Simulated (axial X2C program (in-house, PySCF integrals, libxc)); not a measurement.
Outer orbitals of NaTc at 2.882 Å, PBE0

All values were computed with an in-house relativistic program for diatomic molecules. Spin-free means the one-electron spin-free X2C Hamiltonian; two-component (2c) means X2C with spin–orbit coupling and atomic mean-field two-electron Coulomb and Gaunt terms, so the difference of the two also holds small scalar two-electron terms. Basis: Tc dyall-cv3z [12s12p8d5f3g], Na dyall-cv3z [9s8p5d2f] (cores contracted in-house); Gaussian nuclei, density fitting, unrestricted open shells. Masses: Tc 98.907 u, Na 22.990 u.

The distance is close to the 2c PBE0 minimum; the highest filled and lowest empty levels are listed.

Spin-free orbitals, state M_S = 2, Λ = 0 (beyond evenly filled blocks: π+α, π-α, δ+α, δ-α) (Löwdin shares):

| symmetry | occupied | ε (eV) | atomic character |
| --- | --- | --- | --- |
| π-β | yes | -31.98 | 100% Na p |
| π+β | yes | -31.98 | 100% Na p |
| π+α | yes | -31.95 | 100% Na p |
| π-α | yes | -31.95 | 100% Na p |
| σβ | yes | -31.95 | 100% Na p |
| σα | yes | -31.93 | 100% Na p |
| δ+α | yes | -6.40 | 100% Tc d |
| δ-α | yes | -6.40 | 100% Tc d |
| π+α | yes | -6.21 | 98% Tc d |
| π-α | yes | -6.21 | 98% Tc d |
| σα | yes | -5.48 | 96% Tc d, 2% Na s |
| σα | yes | -4.87 | 62% Tc s, 22% Na s, 12% Na p |
| σβ | yes | -4.25 | 40% Na s, 31% Tc d, 22% Tc s |
| σβ | yes | -3.56 | 64% Tc d, 20% Tc s, 12% Na s |
| σα | no | -1.54 | 40% Na s, 34% Tc p, 19% Na p |
| σβ | no | -1.45 | 46% Na p, 20% Na s, 16% Tc p |
| π+β | no | -0.75 | 60% Na p, 22% Tc d, 17% Tc p |
| π-β | no | -0.75 | 60% Na p, 22% Tc d, 17% Tc p |

The lowest two-component determinant found has another configuration (Ω = 3 (⟨Sz⟩ = 2.00, ⟨Lz⟩ = 1.00 at PBE0)), so the levels differ by more than spin–orbit coupling. Its spinors:

```tsv
ω	occupied	ε (eV)	atomic character	λ mixture
1/2	yes	-31.97	100% Na p	76% π, 24% σ
-1/2	yes	-31.95	100% Na p	62% π, 38% σ
-3/2	yes	-31.82	100% Na p	100% π
-1/2	yes	-31.80	100% Na p	62% σ, 38% π
1/2	yes	-31.79	100% Na p	76% σ, 24% π
3/2	yes	-31.78	100% Na p	100% π
-3/2	yes	-6.45	100% Tc d	100% δ
5/2	yes	-6.24	100% Tc d	100% δ
1/2	yes	-6.15	98% Tc d	100% σ
-1/2	yes	-5.89	98% Tc d	100% π
3/2	yes	-5.78	98% Tc d	100% π
1/2	yes	-4.84	64% Tc s, 22% Na s, 12% Na p	100% σ
-1/2	yes	-4.11	51% Na s, 36% Tc s, 5% Tc p	100% σ
1/2	yes	-3.60	94% Tc d, 4% Na p	100% π
1/2	no	-1.48	42% Na s, 36% Tc p, 17% Na p	100% σ
-1/2	no	-1.38	47% Na p, 18% Tc s, 18% Na s	100% σ
-3/2	no	-0.91	53% Tc d, 39% Na p, 7% Tc p	100% π
-1/2	no	-0.63	62% Tc p, 36% Na p	100% π
```

(1) How does the gap between the highest filled and lowest empty level change from the spin-free to the 2c table?

Mulliken charges and populations of the two-component result (they depend on the basis, above all on diffuse functions):

Tc -0.19 e (s 9.21 p 18.03 d 15.95), Na 0.19 e (s 4.69 p 6.10 d 0.02). ⟨Lz⟩ = 1.00 ħ and ⟨Sz⟩ = 2.00 ħ (2.24 and -0.24 on the two atoms), which add up to Ω.

The state is a single determinant with fixed occupations, the lowest that a limited PBE0 search found. Density functionals use the spin component along the axis (collinear). PBE0 can misorder states that lie within some tenths of an eV, so this need not be the ground state of the molecule. The nearest other spin-free determinant of the search, M_S = 2, Λ = 1, lies 0.04 eV up at the distance of the search. The functionals have no current-density term, which raises determinants with orbital currents, atoms included. With several unpaired electrons one determinant need not be a pure state. A state of lower Ω lies just above, and one determinant can place such states too high, so the state shown need not be the lowest. The search has Ω = 2 only 0.00 eV up. Open-shell Ω = 0 determinants with evenly filled partner blocks cannot be reached by this program, so the Ω shown need not be the lowest component. The determinant is spin-polarised beyond a pure state at some levels (its spin-free form has ⟨S²⟩ too high), which makes Re and μ there less reliable.

Results:

(1) From 2.02 to 2.12 eV at PBE0, a change of 0.10 eV.
